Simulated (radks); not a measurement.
Results of a calculation; reference values are marked as such.
These are the eigenvalues of the occupied orbitals of an atom or ion with whole-number occupations (Ry). Level of theory: scalar-relativistic Kohn-Sham, LB94 model potential, spin-polarised, spherical densities, finite nucleus; Fermi nuclear charge, rms radius of each element as measured or else 0.836 A^(1/3) + 0.57 fm (a radial shooting solver on a logarithmic mesh with Libxc functionals).

orbital  eigenvalue
1s up     -95.95252
1s down   -95.94255
2s up      -7.25752
2s down    -7.25551
2p down    -4.86016
2p up      -4.85422
3s up      -1.16073

Which element is it, and in what charge state? The configuration may be excited. Open shells, if any, are filled with parallel spins first.

Answer. Z = 12, magnesium, charge +1: Mg+ in [Ne] 3s1. The list shows which subshells hold electrons but not how many an open one holds; the 1s level, -47.976 hartree, gives Z - s = 9.8 by -(Z - s)^2/2, which with screening and relativity narrows Z to a few neighbours, and the depths of the outer levels then fix element, charge and occupations together.
